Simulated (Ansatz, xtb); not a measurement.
## Ranking isomers of C4H5NO2

4 gas-phase structures of C4H5NO2, from a drawn sample of its isomers (lower ones may exist). Each was relaxed with GFN2-xTB; where two conformers were screened, the lower at r2SCAN-D4/def2-SVP is listed:

A. `[H]/N=C1\COC=C1O`, a singlet
B. `Nc1cocc1O`, a singlet
C. `NC1=COCC1=O`, a singlet
D. `[H]/N=C1\COCC1=O`, a singlet

Question: Estimate their order in r2SCAN-D4/def2-SVP energy at these geometries, lowest first.

Answer: Calculated order at r2SCAN-D4/def2-SVP: C (0.000), B (0.380), A (0.553), D (0.853) eV.

Energies above the lowest of each column, in eV; the last columns are at PBE-D3(BJ)/def2-SVP geometries:

```csv
structure,GFN2-xTB,HF/STO-3G,r2SCAN-D4/def2-SVP,PBE-D3(BJ)/def2-SVP,CCSD(T)/def2-SVP + ΔMP2/def2-TZVPP
C,0.136,0.048,0.000,0.000,0.000
B,0.000,0.173,0.380,0.376,0.294
A,0.402,0.418,0.553,0.525,0.404
D,0.877,0.000,0.853,0.826,0.529
```

CCSD(T)/def2-SVP + ΔMP2/def2-TZVPP puts C lowest; GFN2-xTB picks B, HF/STO-3G picks D. Flexible structures stand in one conformer each, not always the lowest. The ΔMP2 step shifts differences by up to 0.150 eV, which makes them less sure. ΔMP2 is the change of the MP2 energy from the smaller to the larger basis.

Over these structures GFN2-xTB departs from r2SCAN-D4/def2-SVP by 0.173 eV on average once a common shift is removed. A GFN2-xTB relaxation took about 0.061 s and the r2SCAN-D4/def2-SVP energy about 3.1 s on a shared host (Ansatz 0.2.0, xtb 6.7.1).
